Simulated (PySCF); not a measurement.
## GaOCl + 2 H₂O → Ga(OH)₃ + HCl

Level: PBE0 in the def2-TZVP basis family, all electrons, no relativity, computed in PySCF with density fitting; open shells unrestricted.

```
species                                                                        state and structure       E (Eh)  ZPE (kJ/mol)  H(298 K) − H(0) (kJ/mol)  S° (J/(mol K))
  GaOCl                                  singlet, C∞v, Ga–Cl 2.081 Å, Ga–O 1.643 Å; Cl–Ga–O 180.0°  -2459.86044          10.3                      12.8           266.4
    H₂O                                               singlet, C2v, O–H 0.960 Å (×2); H–O–H 105.1°    -76.37736          56.5                       9.9           188.7
Ga(OH)₃  singlet, C3h, Ga–O 1.775 Å (×3), O–H 0.960 Å (×3); Ga–O–H 113.2° (×3), O–Ga–O 120.0° (×3)  -2152.03323         107.4                      18.9           316.3
    HCl                                                                 singlet, C∞v, H–Cl 1.279 Å   -460.66440          17.9                       8.7           186.6
```

What is the electronic reaction energy?

At PBE0/def2-TZVP, ΔE = -216.5 kJ/mol from the differences of the total energies times 2625.5, downhill. 

Add zero-point, thermal and entropy terms for 298.15 K and 1 bar.

ΔZPE = 2.0 and Δ[H(298) − H(0)] = -5.0 kJ/mol give ΔH° = -219.5 kJ/mol. ΔS° = -140.9 J/(mol K), so ΔG° = -219.5 − 298.15 × (-0.1409) = -177 kJ/mol. ΔG° would change sign near 1560 K if ΔH° and ΔS° stayed fixed.

Each species is the lowest minimum found with this bonding; other isomers or fragments can lie lower.
